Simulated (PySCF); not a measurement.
**Cr: excitation energy**

Cr [Ar] 3d5 4s1 (7S) → Cr [Ar] 3d4 4s2 (5D), as a difference of total energies. All numbers are calculated (PySCF 2.14, the spin-free X2C one-electron Hamiltonian (Gaussian nucleus), in aug-cc-pwCVTZ-DK with one added diffuse shell each of s, p, d, f, g type (11s10p8d5f4g, 152 functions)). The calculations carry no spin-orbit coupling.

| method | excitation energy (eV) |
| --- | --- |
| UHF | 0.860 |
| r2SCANh | 1.835 |

For comparison: 1.003 eV (measured; NIST levels, between the centres of gravity of the two terms).
